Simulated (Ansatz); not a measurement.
Isolated molecules relaxed with PBE0-D4/def2-TZVP in Ansatz; ΔE leaves out vibrations. CBS: MP2 limit from def2 TZ/QZ plus the TZ coupled-cluster correction, frozen cores. Functionals use def2-TZVPP. B3LYP here is the variant with VWN-RPA as its local correlation; programs differ in this. For Ge outer-core shells are correlated without core-valence functions, which leaves a few kJ/mol of doubt a bond. Scalar relativity is left out up to krypton.

Reaction (redistribution): `[GeH3][SiH]1CS1` + `C[SiH2]C` → `C[SiH]1CS1` + `C[SiH2][GeH3]`

| level | ΔE (kJ/mol) | difference from CCSD(T)/CBS |
| --- | --- | --- |
| PBE-D4 | -1.0 | -0.7 |
| r2SCAN-D4 | -1.5 | -1.2 |
| PBE0-D4 | -1.6 | -1.3 |
| B3LYP-D4 | -0.9 | -0.6 |
| ωB97X-V | -2.2 | -1.9 |
| ωB97M-V | -2.1 | -1.8 |
| B2PLYP | -0.8 | -0.5 |
| PBE | -1.3 | -1.0 |
| r2SCAN | -1.5 | -1.2 |
| PBE0 | -1.9 | -1.6 |
| B3LYP | -1.5 | -1.2 |
| HF/def2-TZVPP | -2.3 | -2.0 |
| MP2/def2-TZVPP | 0.3 | 0.6 |
| SCS-MP2/def2-TZVPP | 0.3 | 0.6 |
| CCSD/def2-TZVPP | -1.2 | -0.9 |
| CCSD(T)/def2-TZVPP | -0.6 | -0.3 |
| HF/def2-QZVPP | -2.3 | -2.0 |
| MP2/def2-QZVPP | 0.5 | 0.8 |
| SCS-MP2/def2-QZVPP | 0.4 | 0.7 |
| HF/CBS(def2) | -2.3 | -2.0 |
| MP2/CBS(def2) | 0.6 | 0.9 |
| CCSD/CBS(def2) | -1.0 | -0.7 |
| CCSD(T)/CBS | -0.3 | 0 |

Largest T1 diagnostic among the species: 0.013.
